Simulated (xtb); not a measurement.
propa-1,2-dienylcyclopropane (C6H8), SMILES C1C(C=C=C)C1. All values are semi-empirical tight-binding results from xtb (GFN2-xTB unless named), good for trends rather than for accurate numbers. Coordinates come from a GFN2-xTB optimisation. Other conformers were not sampled.

Optimised geometry:

```xyz
14

C      2.9140    -0.2165     0.0000
C      1.6775     0.1651     0.0000
C      0.4331     0.5393     0.0000
C     -0.7129    -0.3926     0.0000
C     -1.9648    -0.0194    -0.7475
C     -1.9648    -0.0194     0.7475
H      3.4597    -0.3805     0.9164
H      3.4597    -0.3805    -0.9164
H      0.1881     1.5945     0.0000
H     -0.4296    -1.4379     0.0000
H     -2.5006    -0.8000    -1.2657
H     -1.9849     0.9325    -1.2568
H     -2.5006    -0.8000     1.2657
H     -1.9849     0.9325     1.2568
```

Computed properties:
```yaml
point_group_as_xtb_finds_it: Cs
orbital_gap: 5.01 eV
dipole_moment: 0.30 D
zero_point_energy: 73.0 kcal/mol
G − E(el) at 298.15 K (modified RRHO): 54.1 kcal/mol
static polarisability (D4 model): 66.4 bohr³
solvation energy, GFN2-xTB/ALPB(water): -0.8 kcal/mol
solvation energy, GFN2-xTB/ALPB(dmf): -5.8 kcal/mol
```

Computed IR lines (harmonic; lines under 4 % of the strongest left out, lines within 3 cm⁻¹ merged):
ν (cm⁻¹): 841 (m), 857 (w), 883 (w), 954 (w), 1010 (w), 1070 (w), 1237 (w), 1281 (w), 1455 (w), 2091 (vs), 3025 (m), 3051 (m), 3065 (m), 3068 (m), 3087 (m), 3090 (m), 3109 (vs) (against the strongest line: vs over 80 %, s over 45 %, m over 15 %, w over 4 %, vw less)

Give the atomic charges and the Wiberg bond orders between heavy atoms. (The exact figures need the calculation; the answer reports its results.)

charges (e) C1 -0.10, C2 -0.02, C3 -0.05, C4 -0.01, C5 -0.06, C6 -0.06, H7 0.05, H8 0.05, H9 0.05, H10 0.03, H11 0.03, H12 0.04, H13 0.03, H14 0.04. Bond orders C1–C2 1.99, C2–C3 1.90, C3–C4 1.03, C4–C5 0.95, C4–C6 0.95, C5–C6 0.99.
